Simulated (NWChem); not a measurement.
System meant: SiHI, singlet; SMILES [SiH]I

The following NWChem deck was run.

```
start job
memory heap 200 mb stack 900 mb global 1100 mb
geometry units angstroms noautoz
  Si     0.095880    -1.939069     0.000000
  H     -1.423099    -2.083214     0.000000
  I     -0.006667     0.520713     0.000000
end
basis spherical
  * library def2-svp
end
ecp
  I library def2-ecp
end
dft
  xc xpbe96 cpbe96
  iterations 4
  mulliken
end
task dft energy
```

End of the output:

```
    Atom       Charge   Shell Charges
 -----------   ------   -------------------------------------------------------
    1 Si  14    13.89   2.00  1.96  1.06  0.66  5.80  1.04  1.23  0.14
    2 H    1     1.10   0.65  0.43  0.03
    3 I   25    25.00   1.25  0.74  1.08  0.80  2.77  3.18  2.51  2.63  9.47  0.57

 center of mass
 --------------
 x =   0.02003672 y =   0.16296544 z =   0.00000000

 moments of inertia (a.u.)
 ------------------
         512.155814722215          -0.000000000000           0.000000000000
          -0.000000000000           8.041978882568           0.000000000000
           0.000000000000           0.000000000000         520.197793604783

     Multipole analysis of the density
     ---------------------------------

     L   x y z        total         alpha         beta         nuclear
     -   - - -        -----         -----         ----         -------
     0   0 0 0     -0.000000    -20.000000    -20.000000     40.000000

     1   1 0 0     -0.155798      0.188186      0.188186     -0.532170
     1   0 1 0     -0.161413     14.328007     14.328007    -28.817428
     1   0 0 1      0.000000      0.000000      0.000000      0.000000

     2   2 0 0    -32.124225    -19.958032    -19.958032      7.791838
     2   1 1 0      0.920178     -1.908280     -1.908280      4.736737
     2   1 0 1      0.000000      0.000000      0.000000      0.000000
     2   0 2 0    -29.117589   -127.001611   -127.001611    224.885633
     2   0 1 1     -0.000000     -0.000000     -0.000000      0.000000
     2   0 0 2    -28.884153    -14.442076    -14.442076      0.000000

 ------------------------------------------------------------------------
 dft energy failed                                                                                  0
 ------------------------------------------------------------------------
 ------------------------------------------------------------------------
  current input line :
    19: task dft energy
 ------------------------------------------------------------------------
 ------------------------------------------------------------------------
 This type of error is most commonly associated with calculations not reaching convergence criteria
 ------------------------------------------------------------------------
 For more information see the NWChem manual at https://nwchemgit.github.io

0:dft energy failed:Received an Error in Communication
```

What is wrong, and how is it mended?

Convergence was not reached. Cause: the SCF was allowed too few iterations. This input runs:
```
start job
memory heap 200 mb stack 900 mb global 1100 mb
geometry units angstroms noautoz
  Si     0.095880    -1.939069     0.000000
  H     -1.423099    -2.083214     0.000000
  I     -0.006667     0.520713     0.000000
end
basis spherical
  * library def2-svp
end
ecp
  I library def2-ecp
end
dft
  xc xpbe96 cpbe96
  iterations 150
  mulliken
end
task dft energy
```
It converges to -587.51845 Ha (PBE/def2-SVP with def2 effective core potentials on I).
